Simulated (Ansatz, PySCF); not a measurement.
This Ansatz (a first-principles code) input computes a SVWN5/def2-TZVPD energy:

Ansatz 0.2 input:
```yaml
crystal:
  periodic: [false, false, false]
  atoms:
    - {symbol: B, position_ang: [-0.63828070, 0.19445736, 0.00069969]}
    - {symbol: N, position_ang: [0.63078365, -0.32099861, -0.00354644]}
    - {symbol: H, position_ang: [-1.61807449, -0.55359993, -0.02141969]}
    - {symbol: H, position_ang: [-0.93312821, 1.40011256, 0.02575142]}
    - {symbol: H, position_ang: [1.32712062, 0.42819083, 0.01699493]}
basis:
  gaussian:
    orbitals: def2-TZVPD
hamiltonian:
  xc: {name: SVWN5}
total_charge: -1
output: {forces: true}
```

### Question
Write an input for the same energy in PySCF and say what it gives.

### Answer

```python
from pyscf import gto, scf, dft

mol = gto.M(
    atom='''
    B    -0.63828070    0.19445736    0.00069969
    N     0.63078365   -0.32099861   -0.00354644
    H    -1.61807449   -0.55359993   -0.02141969
    H    -0.93312821    1.40011256    0.02575142
    H     1.32712062    0.42819083    0.01699493
    ''',
    basis='def2-tzvpd',
    charge=-1,
    spin=0,
    verbose=4,
)

mf = dft.RKS(mol, xc='svwn').density_fit(auxbasis='def2-universal-jkfit')
mf.grids.level = 3
mf.conv_tol = 1e-9
mf.max_cycle = 100
mf.max_memory = 1500
mf.kernel()
if not mf.converged:
    mf = mf.newton()
    mf.kernel(mf.make_rdm1())
mf.analyze()
```
It gives -80.69598 Eh, and Ansatz -80.69595 Eh, a difference of 0.03 mEh, from the treatment of integrals and grids.
